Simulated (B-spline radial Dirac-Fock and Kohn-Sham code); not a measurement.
## How the levels of holmium move as electrons are removed

The computed values come from a radial atomic solver: Dirac-Fock (average of configuration) total-energy differences with a finite nucleus, the Breit interaction including its frequency dependence, and self-energy and vacuum-polarisation corrections. Each ion is free and in its tabulated ground configuration. Correlation and solid-state effects are left out.

Reference: Ho³⁹⁺, [Ar] 3d10, with L2 10680.4 eV, L3 9828.7 eV, M1 3785.2 eV, M2 3582.7 eV, M3 3393.6 eV, Kα1 (K-L3) 47588.1 eV, Kβ1 (K-M3) 54023.2 eV, Lℓ (L3-M1) 6043.4 eV. Shifts from it, in eV (a dash: the subshell is empty, belongs to an open shell averaged over j, or its hole state is left out as unreliable):

```csv
ion,configuration,L2,L3,M1,M2,M3,Kα1,Kβ1,Lℓ
Ho⁴⁰⁺,[Ar] 3d9,+138.2,+137.3,+103.3,+104.6,+101.9,+3.82,+39.19,+34.03
Ho⁴¹⁺,[Ar] 3d8,+278.7,+276.7,+207.7,+210.5,+205.1,+7.93,+79.54,+68.98
Ho⁴²⁺,[Ar] 3d7,+421.2,+418.3,+313.4,+317.6,+309.6,+12.31,+121.03,+104.87
Ho⁴³⁺,[Ar] 3d6,+566.0,+561.9,+420.2,+426.1,+415.2,+16.99,+163.67,+141.68
Ho⁴⁴⁺,[Ar] 3d5,+712.9,+707.7,+528.3,+535.8,+522.2,+21.98,+207.46,+179.42
```

Over this range L2 (2p1/2) moves by +712.9 eV and Kα1 by +22.0 eV: a line is a difference of two levels that shift in the same direction.
